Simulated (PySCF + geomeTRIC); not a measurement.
These are PySCF + geomeTRIC with TPSSh-D3(BJ)/def2-TZVP values and carry that method's errors. fastk is a local helper that only speeds up exchange builds. No frequencies were computed at this level.

```python
import json, numpy as np
from pyscf import gto, dft
from fastk import lowrank_exchange
atoms = """
Br     1.935952    -0.973051    -0.256865
Ga     0.001436     0.190178     0.068603
Br    -1.950510    -0.950766     0.367578
H      0.013122     1.733639     0.086277
"""
def scf(charge, spin, dm0=None):
    mol = gto.M(atom=atoms, basis='def2-tzvp', ecp={}, charge=charge, spin=spin, verbose=3, max_memory=5040)
    mf = dft.KS(mol, xc='tpssh').density_fit(auxbasis="def2-universal-jkfit")
    mf.disp = 'd3bj'
    mf.grids.level = 3
    mf.conv_tol = 1e-8
    mf.max_cycle = 60
    mf.kernel(dm0)
    if not mf.converged:
        mf = mf.newton().run(mf.mo_coeff, mf.mo_occ).undo_soscf()
    return mf
mf = scf(0, 0)
from pyscf.geomopt.geometric_solver import kernel as optimize
path = []
done, mol = optimize(mf, maxsteps=80, assert_convergence=False, callback=lambda env: path.append((env["energy"], bool(env["g_scanner"].converged))))
res = dict(converged=bool(done and path[-1][1]), energy=path[-1][0], path=[e for e, c in path], xyz=mol.atom_coords(unit="Angstrom").tolist(), nao=mol.nao)
json.dump(res, open("result.json", "w"))
```

Output:

```
converged SCF energy = -7073.68966941368
Geometry optimization cycle 1
converged SCF energy = -7073.6896694136
cycle 1: E = -7073.68966941  dE = -7073.69  norm(grad) = 0.00278959
Geometry optimization cycle 2
converged SCF energy = -7073.68979267302
cycle 2: E = -7073.68979267  dE = -0.000123259  norm(grad) = 0.00153936
Geometry optimization cycle 3
converged SCF energy = -7073.68984416135
cycle 3: E = -7073.68984416  dE = -5.14883e-05  norm(grad) = 9.1042e-05
Geometry optimization cycle 4
converged SCF energy = -7073.68984407169
cycle 4: E = -7073.68984407  dE = 8.96543e-08  norm(grad) = 5.62308e-05
<class 'geometric.internal.Distance'> : 3
<class 'geometric.internal.Angle'> : 2
<class 'geometric.internal.OutOfPlane'> : 1
<class 'geometric.internal.TranslationX'> : 1
<class 'geometric.internal.TranslationY'> : 1
<class 'geometric.internal.TranslationZ'> : 1
<class 'geometric.internal.RotationA'> : 1
<class 'geometric.internal.RotationB'> : 1
<class 'geometric.internal.RotationC'> : 1
Step    0 : Gradient = 1.395e-03/1.688e-03 (rms/max) Energy = -7073.6896694136
Step    1 : Displace = 5.352e-02/6.430e-02 (rms/max) Trust = 1.000e-01 (=) Grad = 7.697e-04/9.667e-04 (rms/max) E (change) = -7073.6897926730 (-1.233e-04) Quality = 0.452
Step    2 : Displace = 1.838e-02/2.227e-02 (rms/max) Trust = 1.000e-01 (=) Grad = 4.552e-05/6.733e-05 (rms/max) E (change) = -7073.6898441613 (-5.149e-05) Quality = 1.054
Step    3 : Displace = 5.523e-04/6.898e-04 (rms/max) Trust = 1.414e-01 (+) Grad = 2.812e-05/3.211e-05 (rms/max) E (change) = -7073.6898440717 (+8.965e-08) Quality = -0.554
Converged! =D
```

Cost: roughly 110 core-seconds.
